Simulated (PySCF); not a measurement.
Point-charge models of `C[SiH2][Si@@H]1C[SiH2][C@@H]1C#N` against its computed dipole.

Coordinates (GFN2-xTB, Å) and charges (e) from the PBE0/pcSseg-1 density (PySCF):

```csv
atom,x,y,z,Mulliken,IAO,Hirshfeld,ESP-fitted
C1,2.289,0.961,0.185,-0.6343,-0.7010,-0.2078,-0.4238
Si2,1.997,-0.693,-0.698,+0.3573,+0.4718,+0.2601,+0.4507
Si3,-0.267,-1.133,-0.892,+0.5403,+0.6098,+0.2931,+0.1636
C4,-1.312,0.218,-1.797,-0.8207,-0.8187,-0.2532,-0.3771
Si5,-2.205,0.774,-0.199,+0.7227,+0.7937,+0.3713,+0.4162
C6,-1.354,-0.722,0.686,-0.8096,-0.6817,-0.1802,-0.1961
C7,-0.631,-0.390,1.848,+0.1417,+0.1385,+0.0614,+0.2713
N8,-0.005,-0.084,2.762,-0.2885,-0.3049,-0.2519,-0.4857
H9,1.883,0.934,1.193,+0.1812,+0.1750,+0.0369,+0.1212
H10,1.811,1.784,-0.341,+0.1384,+0.1518,+0.0410,+0.1023
H11,3.348,1.190,0.261,+0.1507,+0.1625,+0.0485,+0.1175
H12,2.605,-0.626,-2.039,-0.0512,-0.1052,-0.0779,-0.1334
H13,2.698,-1.762,0.023,-0.0417,-0.0992,-0.0726,-0.1176
H14,-0.669,-2.480,-1.344,-0.0304,-0.0974,-0.0719,-0.0637
H15,-0.731,0.993,-2.290,+0.1721,+0.1605,+0.0352,+0.0910
H16,-1.986,-0.181,-2.552,+0.1754,+0.1675,+0.0401,+0.1093
H17,-1.759,2.064,0.320,-0.0475,-0.1046,-0.0633,-0.0690
H18,-3.665,0.680,-0.201,-0.0621,-0.1109,-0.0675,-0.0928
H19,-2.057,-1.519,0.930,+0.2062,+0.1924,+0.0589,+0.1160
```

Task: What dipole does each set of charges give (1 e·Å = 4.803 D), and what does the density give?

Result: The full density gives (-1.53, -0.09, -3.87) D, 4.16 D in size; dipole vectors point from the negative to the positive end.

```csv
scheme,μx,μy,μz,size (D),share of the full size (%),angle to the full dipole (°)
Mulliken,-0.52,-0.35,-4.36,4.41,106,15
IAO,-1.19,-0.66,-3.98,4.21,101,9
Hirshfeld,-1.09,-0.34,-3.10,3.30,79,5
ESP-fitted,-1.52,-0.07,-3.87,4.16,100,0
```

Task: Which set comes closest?

Result: Length of the difference vector: ESP-fitted 0.02 D, IAO 0.67 D, Hirshfeld 0.92 D, Mulliken 1.16 D. Closest: ESP-fitted. The schemes that divide the density aren't constrained to reproduce the dipole.

Task: What is left for the Hirshfeld atoms' own dipoles?

Result: The Hirshfeld atoms' densities add up to the full density, so μ = Σ q r + Σ (atomic dipoles). The atomic dipoles sum to (-1.53, -0.09, -3.87) − (-1.09, -0.34, -3.10) = (-0.44, 0.25, -0.77) D, 0.92 D in size.

Task: With the origin at the mean of the coordinates, (-0.001, 0.000, -0.218) Å, which are the largest single terms, by size, of the IAO dipole along the direction of the full one?

Result: C4 -7.65, C1 +4.17, N8 +4.05, Si5 +2.96, H16 +2.34 D; all 19 atoms together +4.15 D. The single terms depend on the origin, their sum doesn't.

Task: Give the size of the full dipole in other units.

Result: 4.16 D = 1.638 au = 0.867 e·Å = 13.88 × 10⁻³⁰ C·m.

Isolated species at its GFN2-xTB geometry (one conformer only).

The run behind these numbers computed NMR shieldings as well. The run took 84 s of wall time on an Intel Xeon at 2.70 GHz with one thread (shared host), and the process peaked at 0.97 GiB of memory.

Shape of the structure used: `[CH3:1][SiH2:2][Si@@H:3]1[CH2:4][SiH2:5][C@@H:6]1[C:7]#[N:8]`: C1–Si2–Si3–C4 57°.
